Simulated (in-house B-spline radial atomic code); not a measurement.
Configurations of P, with energies counted from [Ne] 3s2 3p3. Method: scalar-relativistic (X2C) Hartree-Fock, spin-polarised, averaged over the determinants with the given up and down occupations, Fermi nucleus of rms radius 3.1889 fm. Calculated with an all-electron radial atomic-structure program (B-spline basis). Shells without spins written out take the highest spin.

Occupations are held fixed; configurations that lie above the ionisation limit could autoionise.

```csv
configuration,E - E(ref) (eV),highest orbital,its <r> (bohr)
"[Ne] 3s2 3p(2 up, 1 down)",2.1153,3p down,2.424
[Ne] 3s2 3p2 4s1,6.7481,4s up,6.408
"[Ne] 3s2 3p(2 up, 0 down) 3d(1 up, 0 down)",8.3219,3d up,8.14
[Ne] 3s1 3p3 4d1,12.817,4d up,15.92
"[He] 2s2 2p(3 up, 2 down) 3s2 3p(3 up, 0 down) 3d(1 up, 0 down)",135.51,3d up,6.805
```

Order these further configurations by energy, lowest first.
A. [Ne] 3s2 3p2 4f1
B. [Ne] 3s1 3p3 3d1
C. [He] 2s2 2p5 3s2 3p3 4f1
D. [Ne] 3s1 3p3 4p1
E. [Ne] 3s1 3p4

E (8.0452 eV), A (9.1822 eV), D (11.577 eV), B (11.95 eV), C (136.5 eV).
